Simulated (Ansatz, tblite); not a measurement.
Cost and result up the ladder for `CCC(CC(C)c1ccc(Cl)cc1)c1ccc(Cl)cc1` (40 atoms). Charge 0, multiplicity 1. Geometry: r2SCAN-D4/def2-SVP.

Cartesian coordinates in Å:
```
C -0.8333 2.8226 -2.9081
C -1.3466 1.7909 -1.9118
C -0.2541 0.8497 -1.3714
C -0.8765 -0.2334 -0.4737
C 0.1199 -1.2285 0.1495
C 0.9039 -2.0114 -0.9085
C -0.6014 -2.1409 1.1216
C -0.4221 -1.9948 2.5061
C -1.0971 -2.8066 3.4213
C -1.9721 -3.7854 2.9437
Cl -2.8224 -4.8071 4.0722
C -2.1746 -3.9559 1.5703
C -1.4893 -3.1342 0.6739
C 0.8425 1.6140 -0.6570
C 2.1467 1.6654 -1.1704
C 3.1643 2.3678 -0.5187
C 2.8722 3.0357 0.6721
Cl 4.1292 3.9142 1.5000
C 1.5809 3.0083 1.2090
C 0.5808 2.3002 0.5416
H -0.3535 2.3354 -3.7738
H -0.0866 3.4895 -2.4482
H -1.6531 3.4497 -3.2913
H -1.8338 2.2998 -1.0591
H -2.1323 1.1719 -2.3818
H 0.2089 0.3541 -2.2450
H -1.6255 -0.7929 -1.0648
H -1.4433 0.2540 0.3405
H 0.8466 -0.6424 0.7406
H 0.2306 -2.5340 -1.6090
H 1.5469 -1.3423 -1.5014
H 1.5523 -2.7661 -0.4371
H 0.2650 -1.2271 2.8798
H -0.9489 -2.6860 4.4977
H -2.8638 -4.7258 1.2136
H -1.6549 -3.2760 -0.3997
H 2.3753 1.1444 -2.1066
H 4.1769 2.4008 -0.9275
H 1.3692 3.5378 2.1410
H -0.4270 2.2846 0.9700
```

Ansatz on 2 threads of AMD EPYC 7R13 on a shared host and a share (18 GiB) of an NVIDIA H100 80GB HBM3; xTB runs through tblite on one thread. Times are rough, summed over both states, and most runs start from the orbitals of an earlier one. PBE0-D4/def2-TZVP serves as the yardstick here, not as an exact answer. The other state is a triplet.

The xTB rows come from tblite. Single mean-field runs in def2-TZVP are fitted with def2-universal-jkfit.

xTB has no spin-polarisation term.

```
                         level  functions  wall time  vertical triplet (eV)  difference from PBE0-D4/def2-TZVP (eV)
                      GFN2-xTB        110     0.15 s                   4.14                                    0.20
                      GFN1-xTB        130     0.19 s                   4.10                                    0.16
PBE-D4/def2-TZVP (with forces)        752       13 s                   3.92                                   -0.02
             PBE0-D4/def2-TZVP        752       16 s                   3.94                                    0.00
```
